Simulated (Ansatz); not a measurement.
Ge2H12Si4 (`[SiH2]1[SiH2][SiH2][GeH2][GeH2][SiH2]1`). Total charge 0; spin multiplicity 1. The geometry is a stationary point of PBE0-D4/def2-TZVP.

```xyz
18

Si   -1.105    0.319    1.822
Si    0.288   -1.563    1.692
Si    1.344   -1.667   -0.398
Ge    1.805    0.546   -1.143
Ge   -0.319    1.613   -1.667
Si   -2.042    0.716   -0.282
H    -0.275    1.503    2.187
H    -2.138    0.131    2.879
H    -0.525   -2.794    1.904
H     1.321   -1.496    2.764
H     2.574   -2.503   -0.329
H     0.410   -2.290   -1.379
H     2.498    1.335   -0.016
H     2.732    0.562   -2.373
H    -0.206    3.131   -1.429
H    -0.649    1.386   -3.154
H    -3.202    1.648   -0.217
H    -2.511   -0.574   -0.863
```

What is the dipole moment at B3LYP/def2-TZVPP? (Estimate.)

Ansatz gave: 0.16 D, with components (-0.09, -0.10, 0.09) D in this frame, pointing from negative to positive charge.

And with PBE, r2SCAN, ωB97M-V? (An estimate is asked.)

The calculation gave: PBE 0.06 D, r2SCAN 0.12 D, ωB97M-V 0.15 D.

Give the Mulliken charges with B3LYP, ωB97M-V, PBE in def2-TZVPP. (Estimate.)

The calculation gave: 
| atom | B3LYP | ωB97M-V | PBE |
| --- | --- | --- | --- |
| Si1 | 0.11 | 0.01 | 0.09 |
| Si2 | 0.12 | 0.03 | 0.09 |
| Si3 | 0.09 | 0.03 | 0.05 |
| Ge4 | -0.01 | -0.13 | 0.01 |
| Ge5 | 0.03 | -0.08 | 0.05 |
| Si6 | 0.08 | 0.02 | 0.04 |
| H7 | -0.05 | 0.00 | -0.03 |
| H8 | -0.06 | -0.01 | -0.05 |
| H9 | -0.06 | -0.01 | -0.04 |
| H10 | -0.05 | -0.01 | -0.04 |
| H11 | -0.05 | -0.01 | -0.04 |
| H12 | -0.05 | 0.00 | -0.03 |
| H13 | 0.00 | 0.04 | 0.00 |
| H14 | 0.00 | 0.04 | 0.00 |
| H15 | 0.00 | 0.03 | 0.00 |
| H16 | 0.00 | 0.04 | 0.00 |
| H17 | -0.06 | -0.01 | -0.04 |
| H18 | -0.05 | 0.00 | -0.03 |

B3LYP here is the variant with VWN-RPA as its local correlation; programs differ in this.
